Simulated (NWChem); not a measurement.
System: InH2O2Cl; SMILES [In]([OH])([OH])[Cl]

Input file for NWChem:

```
start job
memory heap 200 mb stack 900 mb global 1100 mb
geometry units angstroms noautoz
  In     0.048486     0.306561     0.000000
  Cl    -0.158767    -2.017943     0.000000
  O     -1.592662     1.415789     0.000000
  H     -1.370771     2.355440     0.000000
  O      1.850727     1.143779     0.000000
  H      2.550591     0.479286     0.000000
end
basis spherical
  * library sto-3g
end
dft
  xc pbe0
  iterations 150
  mulliken
end
task dft energy
```

Parts of the log:

```
             Northwest Computational Chemistry Package (NWChem) 7.3.0
             --------------------------------------------------------

 CS  symmetry detected

                             Geometry "geometry" -> ""
                             -------------------------

 Output coordinates in angstroms (scale by  1.889725989 to convert to a.u.)

  No.       Tag          Charge          X              Y              Z
 ---- ---------------- ---------- -------------- -------------- --------------
    1 In                  49.0000    -0.00656808     0.25889175     0.00000000
    2 Cl                  17.0000    -0.03128881    -2.07470237     0.00000000
    3 O                    8.0000    -1.72948285     1.23629556     0.00000000
    4 H                    1.0000    -1.58180169     2.19042862     0.00000000
    5 O                    8.0000     1.72463271     1.23457123     0.00000000
    6 H                    1.0000     2.47434847     0.62688147     0.00000000

 Effective nuclear repulsion energy (a.u.)     482.6338986967

      Symmetry information
      --------------------

 Group name             Cs
 Group number              2
 Group order               2
 No. of unique centers     6

                                 NWChem DFT Module
                                 -----------------

 Summary of "ao basis" -> "ao basis" (spherical)
 ------------------------------------------------------------------------------
       Tag                 Description            Shells   Functions and Types
 ---------------- ------------------------------  ------  ---------------------
 In                          sto-3g                 11       27   5s4p2d
 Cl                          sto-3g                  5        9   3s2p
 O                           sto-3g                  3        5   2s1p
 H                           sto-3g                  1        1   1s

      Symmetry analysis of basis
      --------------------------

        a'         36
        a"         12

            General Information
            -------------------
          SCF calculation type: DFT
          Wavefunction type:  closed shell.
          No. of atoms     :     6
          No. of electrons :    84
           Alpha electrons :    42
            Beta electrons :    42
          Charge           :     0
          Spin multiplicity:     1
          Use of symmetry is: on ; symmetry adaption is: on
          Maximum number of iterations: 150
          AO basis - number of functions:    48
                     number of shells:    24
          Convergence on energy requested:  1.00D-06
          Convergence on density requested:  1.00D-05
          Convergence on gradient requested:  5.00D-04

              XC Information
              --------------
                         PBE0 Method XC Functional
                     Hartree-Fock (Exact) Exchange  0.250
          PerdewBurkeErnzerhof Exchange Functional  0.750
            Perdew 1991 LDA Correlation Functional  1.000 local
           PerdewBurkeErnz. Correlation Functional  1.000 non-local

             Grid Information
             ----------------
          Grid used for XC integration:  medium
          Radial quadrature: Mura-Knowles
          Angular quadrature: Lebedev.
          Tag              B.-S. Rad. Rad. Pts. Rad. Cut. Ang. Pts.
          ---              ---------- --------- --------- ---------
          In                  1.55      123           8.0       590
          Cl                  1.00       88          11.0       590
          O                   0.60       49          10.0       434
          H                   0.35       45          11.0       434
          Grid pruning is: on
          Number of quadrature shells:   399
          Spatial weights used:  Erf1

      Superposition of Atomic Density Guess
      -------------------------------------

 Sum of atomic energies:       -6285.82409935

      Non-variational initial energy
      ------------------------------

 Total energy =   -6285.630681
 1-e energy   =   -9677.805872
 2-e energy   =    2909.541293
 HOMO         =      -0.241740
 LUMO         =       0.120643

      Symmetry analysis of molecular orbitals - initial
      -------------------------------------------------

  Numbering of irreducible representations:

     1 a'          2 a"

  Orbital symmetries:

     1 a'          2 a'          3 a'          4 a'          5 a"
     6 a'          7 a'          8 a'          9 a'         10 a"
    11 a'         12 a'         13 a'         14 a'         15 a'
    16 a"         17 a"         18 a'         19 a'         20 a'
    21 a"         22 a'         23 a'         24 a'         25 a"
    26 a'         27 a'         28 a'         29 a'         30 a'
    31 a'         32 a'         33 a"         34 a'         35 a"
    36 a'         37 a'         38 a"         39 a'         40 a"
    41 a'         42 a"         43 a'         44 a"         45 a'
    46 a'         47 a'         48 a'

     ---------------------------------------------
      Total Density - Mulliken Population Analysis
     ---------------------------------------------

    Atom       Charge   Shell Charges
 -----------   ------   -------------------------------------------------------
    1 In  49    47.30   2.00  2.00  6.00  2.00  5.99  2.01  5.97  0.71  0.67 10.00  9.95
    2 Cl  17    17.66   2.00  2.00  5.99  1.98  5.69
    3 O    8     8.87   2.00  1.85  5.02
    4 H    1     0.65   0.65
    5 O    8     8.87   2.00  1.85  5.02
    6 H    1     0.65   0.65

[...]
```

Level: PBE0/STO-3G, non-relativistic. All runs use the structure optimised with PBE0/def2-SVP (def2 core potentials past Kr).
